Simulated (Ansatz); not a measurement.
Program: Ansatz. Geometries: PBE0-D4/def2-TZVP. ΔE: electronic, gas phase. CBS: MP2 limit from def2 TZ/QZ plus the TZ coupled-cluster correction, frozen cores. This one scheme is used for every species. DFT in def2-TZVPP. B3LYP here is the variant with VWN-RPA as its local correlation; programs differ in this. HSE06 is defined as in plane-wave codes. Elements past krypton have def2 core potentials. For In outer-core shells are correlated without core-valence functions, which leaves a few kJ/mol of doubt a bond. Each species was taken in one conformer, which may not be the lowest.

Reaction (redistribution): `[NH2][In]([NH2])[Cl]` + `[NH2][Al]([F])[F]` → `[NH2][In]([NH2])[NH2]` + `[F][Al]([F])[Cl]`

(1) Is it downhill or uphill in electronic energy at CCSD(T)/CBS, and by how much? (An estimate is asked.)

(2) What do these levels give: PBE-QIDH, B3LYP, HSE06, CCSD/def2-SVP, SCS-MP2/def2-TZVPP, HF/CBS(def2)? (Estimate.)

(3) What do rigid-rotor, harmonic-oscillator terms from PBE0-D4/def2-TZVP frequencies (298.15 K, 1 bar) make of the CCSD(T)/CBS value? (Estimate.)

Largest T1 diagnostic among the species: 0.014.

Results:

(1) Computed: Uphill: ΔE = +58.0 kJ/mol.

(2) Computed: PBE-QIDH 64.1, B3LYP 67.7, HSE06 65.3, CCSD/def2-SVP 68.9, SCS-MP2/def2-TZVPP 60.7, HF/CBS(def2) 75.2 kJ/mol.

(3) Ansatz gave: ΔZPE = -1.9 kJ/mol, ΔH = +56.5 kJ/mol, ΔS = 10 J/(mol·K), ΔG = +53.7 kJ/mol.

At CCSD(T), def2-SVP lies +8.9 kJ/mol from the extrapolated value and def2-TZVPP +1.9 kJ/mol. In def2-TZVPP, CCSD(T) changes the Hartree–Fock value by −16.4 kJ/mol (the triples alone add −2.1 kJ/mol) and MP2 by −17.3 kJ/mol.
